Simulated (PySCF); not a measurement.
**Radial density of Xe⁵²⁺ (xenon, charge +52)**

revPBE, 1s2, closed-shell 1S. Computed with PySCF 2.14 in an even-tempered Gaussian basis (15 s from 110 bohr⁻², ratio 2.2; 7 p from 170 bohr⁻², ratio 2.4; 4 d from 520 bohr⁻², ratio 2.4; 3 f from 780 bohr⁻², ratio 2.4; 3 g from 1200 bohr⁻², ratio 2.4), with the non-relativistic Hamiltonian (point nucleus).

```
r (bohr)  4πr²ρ (e/bohr)
0.000490          0.2834
0.000824          0.7734
 0.00139           2.059
 0.00233           5.260
 0.00392           12.53
 0.00659           26.57
  0.0111           46.29
  0.0187           58.01
  0.0314           41.85
  0.0528           11.97
  0.0888          0.7245
   0.149        0.003052
```

A non-relativistic calculation at this Z misses sizeable relativistic shifts.
